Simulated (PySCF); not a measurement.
Below is a simulated gas-phase Si 2p photoelectron spectrum of `O=CO[SiH2]F`.

Every computed line was given a Gaussian of 1.0 eV full width at half maximum and an area set by the number of equivalent atoms (split 2:1 within a doublet); the highest printed point is 100. Computed, not measured: PySCF 2.14.0, delta-SCF UKS SCAN, pcX-2 on the ionised atom, pcseg-1 elsewhere, spin-free X2C.

(binding energy (eV), intensity): (107.8, 0), (107.9, 0), (108.0, 1), (108.1, 2), (108.2, 3), (108.3, 6), (108.4, 10), (108.5, 16), (108.6, 24), (108.7, 34), (108.8, 46), (108.9, 59), (109.0, 72), (109.1, 83), (109.2, 92), (109.3, 98), (109.4, 100), (109.5, 98), (109.6, 94), (109.7, 87), (109.8, 79), (109.9, 69), (110.0, 60), (110.1, 50), (110.2, 40), (110.3, 31), (110.4, 23), (110.5, 17), (110.6, 11), (110.7, 7), (110.8, 5), (110.9, 3), (111.0, 1), (111.1, 1), (111.2, 0), (111.3, 0), (111.4, 0)

Task: How many maxima does the curve show, and how many computed lines lie under it?

Result: The curve has 1 maximum (at 109.4 eV). Under it lie 2 lines from 1 inequivalent silicon site, drawn as a 2p3/2, 2p1/2 pair. At this width some lines have no maximum of their own.

Task: Decompose the envelope and assign each component. Numbering: `[O:1]=[CH:2][O:3][SiH2:4][F:5]`.

Result: 
```csv
position (eV),relative area,line,atoms,environment
109.27,0.67,Si 2p3/2,Si4,fluorine-bound silicon
109.90,0.33,Si 2p1/2,Si4,fluorine-bound silicon
```

No satellites, vibrations or lifetime broadening are included. Spin–orbit coupling isn't in the SCF: each 2p doublet comes from a relaxed spin-free hole plus a matrix of the shell (mean-field spin–orbit coupling and the ground-state 2p splitting), with 2p3/2 averaged over its two sublevels. 2p1/2 minus 2p3/2 (ligand field included): Si 0.63 eV. One conformer (not necessarily the lowest) at the PBE0-D3(BJ)/def2-SVP geometry, without solvent, vibrations or thermal averaging.

The run took 19 s on one thread, Arm Neoverse V1 (aarch64), shared host, and the process peaked at 0.51 GiB of memory.

The values belong to the conformer `[O:1]=[CH:2][O:3][SiH2:4][F:5]`: O1–C2–O3–Si4 1°, C2–O3–Si4–F5 179°.
